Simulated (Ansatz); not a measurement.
`C[O][Zr]([Cl])([Cl])[Cl]` + `C#C` → `C#[C][Zr]([Cl])([Cl])[Cl]` + CH₃OH at 600 K and 1 bar (formal exchange of groups at a Zr–O bond).

Program: Ansatz. Geometries: PBE0-D4/def2-TZVP. ΔE: electronic, gas phase. CCSD(T)/CBS adds triple-zeta CCSD(T) − MP2 to the extrapolated MP2 energy (def2 sets, frozen cores). This one scheme is used for every species. def2 core potentials past Kr. For Zr outer-core shells are correlated without core-valence functions, which leaves a few kJ/mol of doubt a bond. Each species was taken in one conformer, which may not be the lowest.

```csv
species,CCSD(T)/CBS energy (Eh),H − E (kJ/mol),S (J/(mol·K))
`C[O][Zr]([Cl])([Cl])[Cl]`,-1541.64938,189.7,526.7
`C#C`,-77.22717,96.2,235.4
`C#[C][Zr]([Cl])([Cl])[Cl]`,-1503.20894,122.6,496.5
CH₃OH,-115.61712,163.6,277.3
```

H − E and S are ideal-gas, rigid-rotor, harmonic terms from PBE0-D4/def2-TZVP, for one conformer and one mirror image of each species. 1 Eh = 2625.50 kJ/mol, R = 8.31446 J/(mol·K).

**Question.** By hand: ΔE, ΔH, ΔS and ΔG.

**Answer.** ΔE = (-1503.20894) + (-115.61712) − (-1541.64938) − (-77.22717) = 0.05049 Eh = 132.6 kJ/mol. Δ(H − E) = 122.6 + 163.6 − 189.7 − 96.2 = 0.3, so ΔH = 132.9 kJ/mol. ΔS = 496.5 + 277.3 − 526.7 − 235.4 = 11.7 J/(mol·K). ΔG = 132.9 − 600 × (11.7)/1000 = 125.9 kJ/mol.

**Question.** By hand: the equilibrium constant, and the temperature at which ΔG would vanish if ΔH and ΔS stayed fixed.

**Answer.** log₁₀ K = −ΔG/(RT ln 10) = -11.0. ΔG = 0 at ΔH/ΔS = 11359 K, far beyond where these terms or the molecules hold.

The number of gas molecules stays the same, so ΔS is small and ΔH decides. A doubt of 5 kJ/mol in ΔE shifts log₁₀ K by 0.4 here. Other conformers and mirror images would add mixing entropy, several J/(mol·K) or more a flexible species. Modes under 60 cm⁻¹, often nearly free rotors, make the harmonic entropy too high. These are equilibria of isolated gas molecules and say nothing of rates. Largest T1 diagnostic: 0.016 (customary marks: 0.02 for closed shells, 0.045 for open ones).
